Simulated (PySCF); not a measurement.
**Shapes and spin states of Li₅**

Level of theory: PBE in PySCF with Li def2-SVP; no relativity; density-fitted integrals.

Relaxations began from a few typed shapes and spin states; open shells are unrestricted. The search is not exhaustive: other isomers or separated fragments can lie lower, and high-lying points may rest on an excited occupation.

```tsv
spin	group	bonds	angles	imaginary modes (cm⁻¹)	ΔE (kJ/mol)	ΔE with ZPE (kJ/mol)
doublet (⟨S²⟩ 0.96)	C2v	Li–Li 2.741 Å (×2), Li–Li 3.007 Å (×2), Li–Li 3.087 Å, Li–Li 3.103 Å (×4)	Li–Li–Li 53.3° (×4), Li–Li–Li 55.7° (×2), Li–Li–Li 59.7° (×2), Li–Li–Li 60.2° (×4), Li–Li–Li 61.6° (×4)	none	0.0	0.0
doublet (⟨S²⟩ 1.03)	C2v	Li–Li 2.663 Å, Li–Li 2.956 Å (×2), Li–Li 3.047 Å (×4), Li–Li 3.097 Å (×2)	Li–Li–Li 51.8° (×2), Li–Li–Li 53.5°, Li–Li–Li 57.5° (×4), Li–Li–Li 60.4° (×4), Li–Li–Li 62.1° (×4)	126i	0.4	–
quartet	D3h	Li–Li 2.932 Å (×6), Li–Li 3.037 Å (×3)	Li–Li–Li 58.8° (×12), Li–Li–Li 60.0° (×3), Li–Li–Li 62.4° (×6), Li–Li–Li 106.5° (×3)	none	12.5	13.7
doublet	C2v	Li–Li 2.946 Å (×2), Li–Li 3.033 Å (×4), Li–Li 3.113 Å	Li–Li–Li 58.1° (×4), Li–Li–Li 60.9° (×4), Li–Li–Li 63.8°, Li–Li–Li 119.0° (×2), Li–Li–Li 124.7° (×2)	none	16.4	15.5
```

The lowest minimum found is the doublet (⟨S²⟩ 0.96) C2v: Li–Li 2.741 Å (×2), Li–Li 3.007 Å (×2), Li–Li 3.087 Å, Li–Li 3.103 Å (×4); Li–Li–Li 53.3° (×4), Li–Li–Li 55.7° (×2), Li–Li–Li 59.7° (×2), Li–Li–Li 60.2° (×4), Li–Li–Li 61.6° (×4).

For the lowest minimum: the determinant is spin-contaminated (⟨S²⟩ = 0.96, pure value 0.75). The spin densities have lower symmetry than the nuclear frame.

The electron or spin density has lower symmetry than the nuclear frame for the doublet (⟨S²⟩ 1.03) C2v at 0.4 kJ/mol.
